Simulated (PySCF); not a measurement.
## How methods differ on the excitation energy of Sb

Sb [Kr] 4d10 5s2 5p3 (4S) → Sb [Kr] 4d10 5s1 5p3 5d1 (6D), as a difference of total energies. All numbers are calculated (PySCF 2.14, scalar relativity by spin-free X2C-1e, in x2c-QZVPPall with one added diffuse shell each of s, p, d, f type (14s10p8d5f1g, 128 functions)). Correlated levels: valence: [Kr] 4d10 frozen; valence and next inner shell: [Ar] 3d10 frozen. The calculations carry no spin-orbit coupling.

```tsv
method	excitation energy (eV)
UHF	10.853
LDA	13.453
PBE	13.039
PBE0	12.770
r2SCAN	12.635
MP2 (valence)	12.014
SCS-MP2 (valence)	12.375
MP2 (valence and next inner shell)	13.078
SCS-MP2 (valence and next inner shell)	13.225
```

How much does correlation contribute at MP2 (valence and next inner shell)?

13.078 − (10.853) = 2.225 eV, measured against UHF.

A first-order spin-orbit estimate (lowest level to lowest level, LS coupling) adds -0.012 eV.

The upper state lies above the first ionisation limit, but in LS coupling its spin forbids autoionisation to the ground ion; at this Z spin-orbit coupling breaks that rule.

The promoted electron is Rydberg-like, and one or two diffuse shells describe it only roughly, which tends to raise the upper state.
